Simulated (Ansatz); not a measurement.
Two isomers of CH8O2Si2: A = `OC(O)[SiH2][SiH3]`, B = `CO[SiH2]O[SiH3]`.

Isolated molecules relaxed with PBE0-D4/def2-TZVP in Ansatz; ΔE leaves out vibrations. CCSD(T)/CBS is the MP2 limit (def2-TZVPP, def2-QZVPP) plus CCSD(T) − MP2 in def2-TZVPP, frozen cores. DFT in def2-TZVPP. B3LYP here is the variant with VWN-RPA as its local correlation; programs differ in this. Each species was taken in one conformer, which may not be the lowest.

(1) Which isomer does CCSD(T)/CBS put lower? Give the gap. (Best estimate.)

(2) Give E(B) − E(A) in kJ/mol with CCSD(T)/def2-TZVPP, B3LYP-D4, MP2/def2-TZVPP, PBE-D4, HF/def2-TZVPP, B2PLYP, B3LYP. (Best estimate.)

Largest T1 diagnostic: 0.013.

## Answers

(1) Computed: B, by 375.4 kJ/mol.

(2) Ansatz gave: CCSD(T)/def2-TZVPP -371.7, B3LYP-D4 -371.3, MP2/def2-TZVPP -389.9, PBE-D4 -317.8, HF/def2-TZVPP -424.6, B2PLYP -382.2, B3LYP -372.0. None reverses the order clearly.

From PBE to PBE0 (25 % exact exchange), in def2-TZVPP and without D4, E(B) − E(A) moves by −20.6 kJ/mol. In def2-TZVPP, CCSD(T) changes the Hartree–Fock value by +53.0 kJ/mol (the triples alone add +8.3 kJ/mol) and MP2 by +34.8 kJ/mol.
